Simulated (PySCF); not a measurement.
# Two-component Hartree-Fock for Al⁸⁺ (aluminium, charge +8)

Start: [He] 2s2 2p1; 2p3/2 filled at m_j = +3/2. Calculated with PySCF 2.14 in an uncontracted even-tempered set (18 s from 0.97 bohr⁻², ratio 2.4; 10 p from 1.3 bohr⁻², ratio 2.4; 5 d from 5.1 bohr⁻², ratio 2.6; 5 f from 7.6 bohr⁻², ratio 2.6): generalised Hartree-Fock with the X2C-1e Hamiltonian and a Gaussian nucleus; one run each with spin-orbit coupling (SO) screened by Boettger's factors, then bare. This is a chosen level, not necessarily the ground level.

| spinor shell | electrons | ε, screened SO (eV) | ε, bare SO (eV) | weight of nominal j (bare SO) | rms radius, bare SO (bohr) |
| --- | --- | --- | --- | --- | --- |
| 1s1/2 | 2 | -1895.5 | -1895.5 | 1.000 | 0.138 |
| 2s1/2 | 2 | -351.24 | -351.24 | 1.000 | 0.581 |
| 2p3/2 | 1 | -330.69 | -330.65 | 1.000 | 0.520 |

| quantity | screened SO | bare SO |
| --- | --- | --- |
| E (hartree) | -204.18742 | -204.18597 |
| M_J | 3/2 | 3/2 |
| ⟨J²⟩ | 3.751 | 3.751 |
| ⟨L²⟩ | 2.000 | 2.000 |
| ⟨S²⟩ | 0.750 | 0.750 |

Each row is a mean over spinors that exchange with the open shell spreads, by up to 9.604 eV (2s1/2).
